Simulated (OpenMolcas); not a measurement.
**Sm3+ in a point-charge field**

Sm3+ among 6 point charges of -1 e arranged as an octahedron (Oh), 2.52 Å from the ion.

```json
{
 "Program": "OpenMolcas",
 "Method": "CASSCF",
 "Basis": "ANO-RCC-VDZP [7s6p4d2f1g]",
 "Scalar Hamiltonian": "DKH2, point nucleus",
 "Active space": "5 electrons in 7 orbitals (4f)",
 "State averaging": "2S+1 = 6 odd, 21 roots; 2S+1 = 4 odd, 128 roots kept (CI in the orbitals of an earlier block, 108 in the spin-orbit step); 2S+1 = 2 odd, 130 roots kept (CI in the orbitals of an earlier block, 41 in the spin-orbit step)",
 "Spin-orbit coupling": "state interaction with AMFI integrals over the reference wave functions"
}
```

The lowest spin-free states (labels of O, the rotations of Oh), above the lowest:

```tsv
State	Degeneracy	E (cm-1)	Free-ion L (%)
6T1	3	0.0	H (100)
6E	2	30.7	H (100)
6T2	3	134.5	H (100)
6T1	3	200.6	H (100)
6A2	1	6790	F (100)
6T2	3	6820	F (100)
6T1	3	6856	F (100)
4A1	1	22405	I (99)
4T1	3	22422	I (97)
4T2	3	22444	I (95)
4A2	1	22525	I (81)
4T2	3	22582	I (96)
4E	2	22599	I (100)
4A2	1	22734	F (60)
4T2	3	22762	M (68)
4A2	1	22767	M (72)
4T1	3	22782	M (88)
4T2	3	22789	F (61)
4T1	3	22813	F (85)
4A1	1	22835	M (99)
```

The lowest levels with spin-orbit coupling:

```
E (cm-1)  Degeneracy  Label  2S+1     J   |mJ| (%)               g
     0.0           2     Γ7     6  2.50   3/2 (83)  0.29 0.29 0.29
    64.7           4     Γ8     6  2.50   1/2 (50)                
    1108           2     Γ6     6  3.50   1/2 (58)  2.02 2.02 2.02
    1132           4     Γ8     6  3.50   3/2 (37)                
    1148           2     Γ7     6  3.50   5/2 (75)  2.29 2.29 2.29
    2403           2     Γ6     6  4.50   1/2 (58)  4.02 4.02 4.02
    2421           4     Γ8     6  4.50   3/2 (40)                
    2442           4     Γ8     6  4.50   7/2 (44)                
    3868           4     Γ8     6  5.50   1/2 (39)                
    3874           2     Γ7     6  5.50   3/2 (46)  4.43 4.43 4.43
    3875           4     Γ8     6  5.50   5/2 (38)                
    3877           2     Γ6     6  5.50   7/2 (73)  4.35 4.35 4.35
    5394           2     Γ6     6  6.50   9/2 (69)  6.34 6.34 6.34
    5401           4     Γ8     6  6.50   7/2 (36)                
    5410           2     Γ7     6  6.50   5/2 (50)  2.59 2.59 2.59
    5439           2     Γ7     6  6.50   3/2 (52)  3.47 3.47 3.47
    5444           4     Γ8     6  6.50   1/2 (42)                
    6963           4     Γ8     6  7.50  11/2 (41)                
    6995           4     Γ8     6  7.50   7/2 (38)                
    7037           2     Γ7     6  7.50  13/2 (40)  7.53 7.53 7.53
```

Powder χT (cm3 K/mol): 0.0121 at 2 K, 0.0292 at 10 K, 0.104 at 50 K, 0.154 at 100 K, 0.228 at 200 K, 0.306 at 300 K. The effective moment at 300 K is 2.828 √(χT) = 1.56 μB.

Hund's rules give f5 the level 6H5/2 with g = 0.286, so an isolated free-ion multiplet has χT = g² J(J+1) / 8 = 0.089 cm3 K/mol. The computed 0.306 at 300 K differs by +243 %, through the field's splitting, the mixing of terms and any other multiplet in reach.

Stevens parameters of the J = 5/2 multiplet, which is 65 cm-1 wide (cm-1, z along the main axis): B40 = 1.793e-01, B44 = 8.999e-01.

High states are left out of the spin-orbit mixing, which shifts the levels that they would mix with. Point charges carry no covalency, so the field is a model and not that of real ligands. The first state left out of the spin-orbit step lies near 38000 cm-1 above the lowest spin-free state of the reference (among the parities and spins computed), and the lists stop at four fifths of that energy or lower. No measured value stands beside these numbers.
